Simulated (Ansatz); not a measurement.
Reaction (isomerisation): `[F][Al]1[O]C[SiH2]1` → `[F][Al]1[CH2]O[SiH2]1`

Gas-phase electronic energies from Ansatz, PBE0-D4/def2-TZVP geometries. CCSD(T)/CBS adds triple-zeta CCSD(T) − MP2 to the extrapolated MP2 energy (def2 sets, frozen cores). Functionals use def2-TZVPP.

```tsv
level	ΔE (kJ/mol)
PBE-D4	55.9
PBE0-D4	56.7
ωB97X-V	55.2
r2SCAN	58.6
PBE0	56.4
CCSD(T)/def2-TZVPP	58.4
SCS-MP2/def2-QZVPP	55.7
HF/CBS(def2)	50.4
```

Question: What does CCSD(T)/CBS give? (An estimate is asked.)

Answer: Ansatz gave: +56.7 kJ/mol. The listed levels differ from it by -0.8, 0.0, -1.5, 1.9, -0.3, 1.7, -1.0, -6.3 kJ/mol.

Largest T1 diagnostic among the species: 0.015.

In def2-TZVPP, CCSD(T) changes the Hartree–Fock value by +7.6 kJ/mol (the triples alone add +0.8 kJ/mol) and MP2 by +8.0 kJ/mol.

CCSD(T)/CBS has its own doubt, a few kJ/mol and more with outer-core shells, so smaller differences from it don't rank the levels.
